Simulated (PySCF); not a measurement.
Species: C2H5O4Si (doublet state).
Z-matrix (Å and degrees, GFN2-xTB geometry), rows numbered from 1:
```
C 
O   1  1.4214
C   2  1.3406  1  116.41
O   3  1.2161  2  123.81  1     0.45
Si  3  1.8883  2  113.07  1   169.68
O   5  1.6118  3  117.49  2    32.22
O   5  1.6340  3  111.21  2   155.67
H   1  1.0919  2  110.13  3   -52.25
H   1  1.0868  2  106.35  3  -172.35
H   1  1.0922  2  110.31  3    67.83
H   6  0.9593  5  121.23  3   105.85
H   7  0.9541  5  120.54  3    39.52
```

The hyperfine couplings belong to this conformer and change with its torsions.

The species is `COC(=O)[Si](O)O` [radical].

Method used: UKS B3LYP, pcH-1 on C H O Si, non-relativistic, mean-field spin-orbit, GIAO (PySCF 2.14.0). Isolated species at its GFN2-xTB geometry (one conformer only). Couplings are sensitive to structure, and on GFN2-xTB geometries they can be far from those on DFT ones, by a factor of two or more for some ions and for spin on atoms past the first row. No stability test was run, so a lower SCF solution isn't excluded.

Computed for the main isotopes (class means, splittings of 0.05 mT or more): g = 2.0020; H11/H12 1H +11.5 MHz (0.41 mT); 3 first-order lines, 0.82 mT wide.

Problem. What changes when 1H at H11/H12 is replaced by 2H at both sites?

Solution. Only the nuclear moment changes in this model. The ratio of g factors is 0.85744/5.58569 = 0.1535, so a goes from +11.5 to +1.8 MHz (0.063 mT). The spin goes from 1/2 to 1, so the 1:2:1 triplet becomes a 1:2:3:2:1 quintet. The spectrum then has 5 first-order lines over 0.25 mT.

| offset from centre (mT) | relative intensity |
| --- | --- |
| -0.13 | 1 |
| -0.06 | 2 |
| 0.00 | 3 |
| +0.06 | 2 |
| +0.13 | 1 |

Problem. Where do the 29Si satellites of Si5 appear, and how strong are they?

Solution. a = -700.5 MHz, or 25.00 mT in magnitude, and I = 1/2, so to first order each main line has two satellites, at ±12.50 mT. The isotope's abundance is about 4.7 %, shared among 2 lines, so each has 2.5 % of the main line's intensity. At 340 mT second-order shifts move them to lower field by up to 0.46 mT.

Problem. Where do the 13C satellites of C3 appear, and how strong are they?

Solution. a = +149.7 MHz, or 5.34 mT in magnitude, and I = 1/2, so to first order each main line has two satellites, at ±2.67 mT. The isotope's abundance is about 1.07 %, shared among 2 lines, so each has 0.54 % of the main line's intensity.

Class means assume fast exchange of nuclei equivalent by connectivity; if that motion is slow, each nucleus keeps its own coupling. The 1H value of +11.5 MHz is a mean of couplings from -6.2 to 29.3 MHz in this one geometry, not an average over conformers.
